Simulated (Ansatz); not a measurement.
Ansatz (an electronic-structure program) input file for In(F)2(Et) (C₂H₅F₂In), SMILES C[CH2][In]([F])[F], PBE0/def2-SVPD. Geometry optimised at PBE0-D3(BJ)/def2-SVP. The structure was generated by enumeration; whether it is a known compound was not checked. The def2 effective core potentials stand for the cores of In; spin–orbit coupling is left out. Other conformers were not sampled.

Ansatz 0.2 input:
```yaml
crystal:
  periodic: [false, false, false]
  atoms:
    - {symbol: In, position_ang: [0.12836774, 0.09985492, 0.26088021]}
    - {symbol: F, position_ang: [-0.29355935, -1.50535306, 1.30221275]}
    - {symbol: F, position_ang: [1.14615929, 1.30772738, 1.41751451]}
    - {symbol: C, position_ang: [-0.45026961, 0.43360804, -1.78012820]}
    - {symbol: C, position_ang: [-1.12106306, -0.75918177, -2.44211016]}
    - {symbol: H, position_ang: [0.47188203, 0.73906524, -2.29817316]}
    - {symbol: H, position_ang: [-1.10525824, 1.31839977, -1.74985441]}
    - {symbol: H, position_ang: [-2.03961264, -1.06341617, -1.91877553]}
    - {symbol: H, position_ang: [-0.46160688, -1.63898152, -2.47994839]}
    - {symbol: H, position_ang: [-1.40082705, -0.51588522, -3.48049372]}
basis:
  gaussian:
    orbitals: def2-SVPD
hamiltonian:
  xc: {name: PBE0}
```

It prints:

```
WARN ansatz: RAYON_NUM_THREADS=1 ignored (pool sized by the plan → 1); use --threads N
Functional definition: PBE0
integrals: 0.09 GiB planned
1443 factors; their error is unknown
mean field: 0.78 GiB planned
mean field evaluation 1: about -12741.1784 eV, gradient 7.1e1 eV
mean field evaluation 2: about -12722.9939 eV, gradient 1.2e2 eV
mean field evaluation 4: about -12751.4243 eV, gradient 5.8e0 eV
mean field evaluation 8: about -12751.5034 eV, gradient 4.3e-2 eV
mean field evaluation 16: about -12751.5946 eV, gradient 5.0e-5 eV
mean field -12751.59459607 eV, -468.6124580645 hartree, gradient 5.0e-5 eV, S^2 0.000000; 0 other end points of the search recorded, 0 dependent functions left out
reference -12751.59463593 eV, -468.6124595290 hartree; 28, 28 occupied and 130, 130 virtual orbitals, 1443 factors
Total energy: -12751.59463593 eV, -468.6124595290 hartree
```

The run converged.

Cost: very roughly 6 core-seconds.
